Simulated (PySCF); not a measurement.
ZnClBr, SMILES [Zn]([Cl])[Br].

Coordinates come from a PBE0-D3(BJ)/def2-TZVP optimisation.

Calculation: TDA-M06-2X/def2-SVPD (PySCF 2.14.0).

Vertical excitations; the highest root listed may be one member of a degenerate set.  State labels are in the subgroup C2v.

Computed UV-visible absorptions:
| state | symmetry | energy (eV) | λ (nm) | f | main pairs |
|---|---|---|---|---|---|
| S1 | B2 | 5.79 | 214 | 0.012 | HOMO→LUMO (degenerate set) |
| S2 | B1 | 5.79 | 214 | 0.012 | HOMO−1→LUMO (degenerate set) |
| S3 | B2 | 6.52 | 190 | 0.056 | HOMO−2→LUMO (degenerate set) |
| S4 | B1 | 6.52 | 190 | 0.056 | HOMO−3→LUMO (degenerate set) |
| S5 | A2 | 6.86 | 181 | 0.000 | HOMO→LUMO+1 49 %, HOMO−1→LUMO+2 49 % |
| S6 | A2 | 6.97 | 178 | 0.000 | HOMO−1→LUMO+2, HOMO→LUMO+1 (degenerate set) |
| S7 | A1 | 6.97 | 178 | 0.000 | HOMO→LUMO+2, HOMO−1→LUMO+1 (degenerate set) |
| S8 | A1 | 7.16 | 173 | 0.006 | HOMO−4→LUMO 45 %, HOMO−1→LUMO+1 26 %, HOMO→LUMO+2 26 % |
| S9 | A2 | 7.58 | 163 | 0.000 | HOMO−3→LUMO+2 49 %, HOMO−2→LUMO+1 49 % |
| S10 | A1 | 7.67 | 162 | 0.000 | HOMO−3→LUMO+1 49 %, HOMO−2→LUMO+2 49 % |
| T1 | B2 | 5.50 | 225 | 0 | HOMO→LUMO (degenerate set) |
| T2 | B1 | 5.50 | 225 | 0 | HOMO−1→LUMO (degenerate set) |
| T3 | B1 | 6.17 | 201 | 0 | HOMO−3→LUMO (degenerate set) |
| T4 | B2 | 6.17 | 201 | 0 | HOMO−2→LUMO (degenerate set) |
Triplets are in the Tamm–Dancoff approximation.
